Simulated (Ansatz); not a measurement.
Molecular dynamics, step by step

NH4Br (SMILES N.Br), singlet, PBE0-D4/def2-SVP (Ansatz 0.2.0). Settings (timestep in fs, temperature in K; T counts 12 degrees of freedom):

```yaml
hamiltonian: {xc: pbe0, dispersion: d4}
md: {n_steps: 80, timestep: 1.0, temperature: 1500, ensemble: nve, seed: 937, initial_velocities: maxwell_boltzmann}
```

Start (the SMILES describes the start alone):

| atom | x (Å) | y (Å) | z (Å) |
| --- | --- | --- | --- |
| N1 | -0.0042 | 0.0297 | -0.5890 |
| H2 | 0.4064 | 0.9029 | -0.8972 |
| H3 | 0.5285 | -0.7375 | -0.9810 |
| H4 | -0.9550 | -0.0234 | -0.9342 |
| Br5 | 0.0178 | -0.1250 | 2.4754 |
| H6 | 0.0067 | -0.0468 | 0.9261 |

```json
{"step": "0", "time (fs)": "0.00", "potential energy less the start (meV)": "0.0", "kinetic energy (meV)": "775.6", "T (K)": "1500"}
{"step": "5", "time (fs)": "5.00", "potential energy less the start (meV)": "401.3", "kinetic energy (meV)": "382.8", "T (K)": "740"}
{"step": "10", "time (fs)": "10.00", "potential energy less the start (meV)": "513.4", "kinetic energy (meV)": "271.5", "T (K)": "525"}
{"step": "15", "time (fs)": "15.00", "potential energy less the start (meV)": "310.3", "kinetic energy (meV)": "471.7", "T (K)": "912"}
{"step": "20", "time (fs)": "20.00", "potential energy less the start (meV)": "277.4", "kinetic energy (meV)": "508.0", "T (K)": "983"}
{"step": "25", "time (fs)": "25.00", "potential energy less the start (meV)": "531.5", "kinetic energy (meV)": "255.2", "T (K)": "494"}
{"step": "30", "time (fs)": "30.00", "potential energy less the start (meV)": "453.3", "kinetic energy (meV)": "325.2", "T (K)": "629"}
{"step": "35", "time (fs)": "35.00", "potential energy less the start (meV)": "534.3", "kinetic energy (meV)": "242.9", "T (K)": "470"}
{"step": "40", "time (fs)": "40.00", "potential energy less the start (meV)": "667.7", "kinetic energy (meV)": "117.7", "T (K)": "228"}
{"step": "45", "time (fs)": "45.00", "potential energy less the start (meV)": "610.5", "kinetic energy (meV)": "175.9", "T (K)": "340"}
{"step": "50", "time (fs)": "50.00", "potential energy less the start (meV)": "514.5", "kinetic energy (meV)": "266.1", "T (K)": "515"}
{"step": "55", "time (fs)": "55.00", "potential energy less the start (meV)": "404.6", "kinetic energy (meV)": "373.2", "T (K)": "722"}
{"step": "60", "time (fs)": "60.00", "potential energy less the start (meV)": "415.5", "kinetic energy (meV)": "363.3", "T (K)": "703"}
{"step": "65", "time (fs)": "65.00", "potential energy less the start (meV)": "555.8", "kinetic energy (meV)": "226.5", "T (K)": "438"}
{"step": "70", "time (fs)": "70.00", "potential energy less the start (meV)": "385.3", "kinetic energy (meV)": "388.4", "T (K)": "751"}
{"step": "75", "time (fs)": "75.00", "potential energy less the start (meV)": "369.9", "kinetic energy (meV)": "403.8", "T (K)": "781"}
{"step": "80", "time (fs)": "80.00", "potential energy less the start (meV)": "535.0", "kinetic energy (meV)": "249.3", "T (K)": "482"}
```

Step 30, positions (Å) and forces (eV/Å):

| atom | x | y | z | Fx | Fy | Fz |
| --- | --- | --- | --- | --- | --- | --- |
| N1 | -0.029 | 0.097 | -0.675 | 0.012 | 1.011 | 0.818 |
| H2 | 0.381 | 0.420 | -1.524 | 0.099 | 0.226 | -1.047 |
| H3 | 0.559 | -0.617 | -0.330 | 1.152 | -1.086 | 0.485 |
| H4 | -0.887 | -0.386 | -0.830 | -1.050 | -0.104 | -0.478 |
| Br5 | 0.015 | -0.136 | 2.483 | 0.139 | 0.025 | 0.373 |
| H6 | 0.498 | 0.603 | 1.352 | -0.351 | -0.071 | -0.150 |

Step 55, positions (Å) and forces (eV/Å):

| atom | x | y | z | Fx | Fy | Fz |
| --- | --- | --- | --- | --- | --- | --- |
| N1 | -0.006 | 0.125 | -0.804 | 0.053 | -0.679 | -1.053 |
| H2 | 0.281 | 0.103 | -1.808 | -0.385 | 0.444 | 0.725 |
| H3 | 0.566 | -0.655 | -0.454 | -0.375 | 0.098 | 0.267 |
| H4 | -0.982 | -0.234 | -0.822 | 0.766 | 0.203 | 0.149 |
| Br5 | 0.016 | -0.140 | 2.511 | 0.237 | 0.841 | -0.808 |
| H6 | 0.254 | 0.781 | 1.362 | -0.296 | -0.907 | 0.721 |

Step 65, positions (Å) and forces (eV/Å):

| atom | x | y | z | Fx | Fy | Fz |
| --- | --- | --- | --- | --- | --- | --- |
| N1 | 0.022 | 0.113 | -0.870 | -1.082 | 0.805 | 0.376 |
| H2 | 0.176 | 0.238 | -1.876 | 0.138 | -0.231 | 0.499 |
| H3 | 0.485 | -0.685 | -0.469 | 0.416 | -0.536 | -0.284 |
| H4 | -0.982 | -0.030 | -0.709 | 0.330 | -0.093 | -0.341 |
| Br5 | 0.019 | -0.140 | 2.525 | -0.371 | 1.186 | -2.089 |
| H6 | -0.160 | 0.604 | 1.129 | 0.569 | -1.130 | 1.838 |

Last step (80):

```json
{"atom": "N1", "x (Å)": "0.0321", "y (Å)": "0.1165", "z (Å)": "-0.8999"}
{"atom": "H2", "x (Å)": "0.1622", "y (Å)": "0.4392", "z (Å)": "-1.8839"}
{"atom": "H3", "x (Å)": "0.3739", "y (Å)": "-0.8770", "z (Å)": "-0.9370"}
{"atom": "H4", "x (Å)": "-1.0012", "y (Å)": "-0.0108", "z (Å)": "-0.9427"}
{"atom": "Br5", "x (Å)": "0.0199", "y (Å)": "-0.1349", "z (Å)": "2.5411"}
{"atom": "H6", "x (Å)": "-0.2177", "y (Å)": "0.1198", "z (Å)": "0.9906"}
```

Hardware: 2 CPU threads of an Intel Xeon Platinum 8488C, shared host. Wall time about 90 s.
